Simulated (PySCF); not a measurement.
BH6N, SMILES [BH3-][NH3+]. Heavy atoms are numbered as in [BH3-:1][NH3+:2]. Hydrogens are named by the atom that carries them.

Coordinates come from a B3LYP-D3(BJ)/def2-TZVP optimisation.

Method: PySCF with B3LYP/pcSseg-2.

GIAO shieldings, no solvent; atoms alike by connectivity are averaged. δ = σ(ref) − σ: ¹¹B against BF3 (σ = 86.3 ppm); ¹⁵N against NH3 (σ = 260.3 ppm); ¹H against TMS (σ = 31.68 ppm), references at their B3LYP-D3(BJ)/def2-TZVP geometries, non-relativistic.

```json
[
 {"nucleus": "¹¹B", "atoms": "B1 (BH3)", "count": "1", "δ (ppm)": "-32.8"},
 {"nucleus": "¹⁵N", "atoms": "N2 (NH3)", "count": "1", "δ (ppm)": "36.4"},
 {"nucleus": "¹H", "atoms": "H on N2", "count": "3", "δ (ppm)": "2.71"},
 {"nucleus": "¹H", "atoms": "H on B1", "count": "3", "δ (ppm)": "2.18"}
]
```
